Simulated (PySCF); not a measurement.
Bond curve of SnH

Set-up: basis Sn aug-cc-pVDZ-PP with ECP28, H aug-cc-pVDZ; scalar-relativistic core potentials; PySCF 2.14. Energies in eV from Sn + H in their ground configurations at the same level. State: ²Π (doublet), unpaired electrons π ↑.

```csv
R (Å),PBE0
1.538,-2.092
1.609,-2.344
1.681,-2.488
1.734,-2.541
1.788,-2.556
1.842,-2.541
1.913,-2.484
2.003,-2.368
2.110,-2.184
2.253,-1.895
```

Problem. Put a parabola through the three lowest points of the PBE0 curve and estimate Re, k and ωe (reduced mass 0.9994 u; 1 eV/Å² = 0.16022 mdyn/Å; ωe = 1302.8·√(k/μ) cm⁻¹).

Solution. Through R = 1.734, 1.788, 1.842 Å the second-order coefficient is 5.14 eV/Å², so Re ≈ 1.788 Å, k ≈ 1.65 mdyn/Å and ωe ≈ 1673 cm⁻¹. A polynomial fit of higher order to the unrounded PBE0 energies gives Re = 1.787 Å, k = 1.69 mdyn/Å, ωe = 1696 cm⁻¹; anharmonicity and rounding make the difference.

The higher-order fit for each curve: PBE0: Re = 1.787 Å, ωe = 1696 cm⁻¹, De = 2.56 eV.

Spin–orbit coupling is left out, which matters for elements this heavy, above all for dissociation energies. The state is the lowest determinant that a PBE0 search found; another state may lie lower at other levels.
